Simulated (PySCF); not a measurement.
## Bond curve of GaCl

Set-up: basis Ga pcseg-1, Cl pcseg-1; no relativity; PySCF 2.14. Energies in eV from Ga + Cl in their ground configurations at the same level. State: ¹Σ⁺ (singlet), closed shell.

All columns are CAM-B3LYP. A positive dipole means Ga(−)Cl(+).

```json
{"R (Å)": "1.932", "E (eV)": "-3.815", "μ (D)": "-0.49", "Mulliken charge on Ga (basis-dependent)": "0.20", "HOMO (eV)": "-8.26", "LUMO (eV)": "-0.39", "Mayer bond order": "1.19", "⟨S²⟩": "0.00"}
{"R (Å)": "2.021", "E (eV)": "-4.283", "μ (D)": "-1.17", "Mulliken charge on Ga (basis-dependent)": "0.26", "HOMO (eV)": "-8.47", "LUMO (eV)": "-0.54", "Mayer bond order": "1.13", "⟨S²⟩": "0.00"}
{"R (Å)": "2.111", "E (eV)": "-4.535", "μ (D)": "-1.86", "Mulliken charge on Ga (basis-dependent)": "0.31", "HOMO (eV)": "-8.66", "LUMO (eV)": "-0.69", "Mayer bond order": "1.07", "⟨S²⟩": "0.00"}
{"R (Å)": "2.179", "E (eV)": "-4.621", "μ (D)": "-2.38", "Mulliken charge on Ga (basis-dependent)": "0.35", "HOMO (eV)": "-8.78", "LUMO (eV)": "-0.81", "Mayer bond order": "1.02", "⟨S²⟩": "0.00"}
{"R (Å)": "2.246", "E (eV)": "-4.644", "μ (D)": "-2.90", "Mulliken charge on Ga (basis-dependent)": "0.38", "HOMO (eV)": "-8.88", "LUMO (eV)": "-0.92", "Mayer bond order": "0.98", "⟨S²⟩": "0.00"}
{"R (Å)": "2.313", "E (eV)": "-4.619", "μ (D)": "-3.41", "Mulliken charge on Ga (basis-dependent)": "0.41", "HOMO (eV)": "-8.96", "LUMO (eV)": "-1.03", "Mayer bond order": "0.95", "⟨S²⟩": "0.00"}
{"R (Å)": "2.403", "E (eV)": "-4.530", "μ (D)": "-4.09", "Mulliken charge on Ga (basis-dependent)": "0.45", "HOMO (eV)": "-9.01", "LUMO (eV)": "-1.17", "Mayer bond order": "0.90", "⟨S²⟩": "0.00"}
{"R (Å)": "2.515", "E (eV)": "-4.361", "μ (D)": "-4.91", "Mulliken charge on Ga (basis-dependent)": "0.49", "HOMO (eV)": "-9.01", "LUMO (eV)": "-1.35", "Mayer bond order": "0.85", "⟨S²⟩": "0.00"}
{"R (Å)": "2.650", "E (eV)": "-4.108", "μ (D)": "-5.86", "Mulliken charge on Ga (basis-dependent)": "0.53", "HOMO (eV)": "-8.92", "LUMO (eV)": "-1.55", "Mayer bond order": "0.80", "⟨S²⟩": "0.00"}
{"R (Å)": "2.830", "E (eV)": "-3.735", "μ (D)": "-7.07", "Mulliken charge on Ga (basis-dependent)": "0.57", "HOMO (eV)": "-8.52", "LUMO (eV)": "-1.81", "Mayer bond order": "0.74", "⟨S²⟩": "0.00"}
```

A fit through these points gives, at Re = 2.241 Å, μ = -2.86 D and dμ/dR = -7.66 D/Å; the reduced mass is 23.2 u.

Question: How strong is the fundamental in the double-harmonic approximation, I = 42.26·(dμ/dR)²/μred km/mol?

Answer: I = 42.26·(-7.66)²/23.2 = 107 km/mol at CAM-B3LYP.
